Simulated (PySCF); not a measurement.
Delta-SCF ions had no search for a lower state. Excitations are Tamm–Dancoff values on a coarser integration grid. The basis has no diffuse functions, so Rydberg states are missing or too high.

Cartesian coordinates (Å):
SMILES: [H]/B=C\B=N
```xyz
7

B     -1.6059     0.2998     0.0268
C     -0.6521    -0.6631     0.2618
B      0.7491    -0.1249     0.3814
N      1.8940     0.3464     0.4753
H     -2.3741     1.1654    -0.1731
H     -0.8243    -1.7293     0.3628
H      2.8132     0.7057     0.5535
```
Charge 0, spin multiplicity 1.

### Question
Estimate the S1 excitation (TDA), brightest of the four lowest singlets (TDA), dipole moment, S1–T1 gap (TDA), T1 excitation (TDA), vertical ionisation energy (Delta-SCF), HOMO–LUMO gap and total energy that ωB97X-D3(BJ)/def2-TZVP // PBE0-D3(BJ)/def2-TZVP run with PySCF returns for this input.

### Answer

* **S1 excitation (TDA)**: 3.49 eV
* **brightest of the four lowest singlets (TDA)**: 6.68 eV
* **dipole moment**: 1.87 D
* **S1–T1 gap (TDA)**: 0.27 eV
* **T1 excitation (TDA)**: 3.22 eV
* **vertical ionisation energy (Delta-SCF)**: 9.26 eV
* **HOMO–LUMO gap**: 9.59 eV
* **total energy**: -144.4397 Ha
